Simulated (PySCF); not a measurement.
# Excitation energies in several basis sets

FGaH5N.
SMILES: `[NH3+][GaH2-][F]`

TDDFT with PBE0 (PySCF), vertical singlets, core orbitals frozen in the response, spherical d and f functions. Isolated species at its PBE0-D3(BJ)/def2-SVP geometry, gas phase. The PBE0/6-31G* calculation is non-relativistic and has no spin–orbit coupling, an omission that weighs most on gallium.

```csv
basis,functions,diffuse,S1 (eV),S2 (eV),S3 (eV),S4 (eV),S5 (eV),LUMO (eV),α (au)
6-31G*,70,no,6.52,7.40,7.84,8.29,8.33,0.25,33.1
def2-SVP,85,no,6.67,7.55,7.98,8.51,8.56,0.30,33.8
def2-SVPD,121,yes,6.31,7.17,7.63,7.74,8.18,-0.42,42.8
aug-cc-pVDZ,127,yes,5.91,6.89,7.17,7.36,7.41,-0.92,43.3
def2-TZVP,140,no,6.41,7.36,7.69,8.36,8.37,-0.21,39.1
def2-TZVPD,176,yes,6.10,7.07,7.37,7.64,8.00,-0.65,43.5
aug-cc-pVTZ,266,yes,5.92,6.89,7.17,7.25,7.41,-0.92,43.8
```

**Question.** Compare the sets with the largest diffuse one.

**Answer.** States are compared by their number. Against the largest diffuse basis here (aug-cc-pVTZ, itself not a converged limit), sets without diffuse functions differ by up to 0.75 eV in S1 and 1.16 eV in S5; the smaller diffuse sets differ by up to 0.39 and 0.77 eV. State by state, the largest deviation of a set without diffuse functions is S1 0.75, S2 0.67, S3 0.80, S4 1.26, S5 1.16 eV. The same number needn't mean the same state in each row. Against aug-cc-pVTZ the polarisability deviates by -24% in 6-31G*, -23% in def2-SVP, -2% in def2-SVPD, -1% in aug-cc-pVDZ, -11% in def2-TZVP, -1% in def2-TZVPD.

Without π bonds the low states are Rydberg-like; a valence basis with one diffuse set may place them up to an eV too high.
